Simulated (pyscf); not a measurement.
Single points on ωB97X-D3(BJ)/def2-SVP structures (PySCF, gas phase).

SMILES: O[SiH2][As](O)O
```xyz
10

O     -0.1546     1.0318    -0.0668
Si     0.1854    -0.1283    -1.2021
As    -1.6319    -1.6532    -1.0202
O     -2.6529    -0.6507    -2.1120
O     -1.9880    -0.8667     0.5865
H     -0.8822     0.7336     0.5076
H      1.4575    -0.8537    -0.9144
H      0.2393     0.4251    -2.5799
H     -3.4768    -1.1151    -2.3054
H     -2.6480    -1.3641     1.0841
```

Q: How much does it cost (ΔH, 298 K, ωB97M-D3(BJ)/def2-TZVP) to split HO–SiH₂–As(OH)–OH at its As–Si bond into HO–SiH₂• + HO–As•–OH?

A: As–Si to HO–SiH₂• + HO–As•–OH: 243.7 kJ/mol. The 7 functionals that were run give +227.1 (PBE) to +266.8 kJ/mol (ωB97X-D3(BJ)). HO–SiH₂–As(OH)–OH lies 45.9 kJ/mol over its isomer HO–As(OH)–O–SiH₃, and others may lie lower still (electronic energy, ωB97M-D3(BJ)). Other isomers of HO–SiH₂•, HO–As•–OH were not searched in full and may lie lower. Elements up to Kr have no core potential and no relativistic terms here.
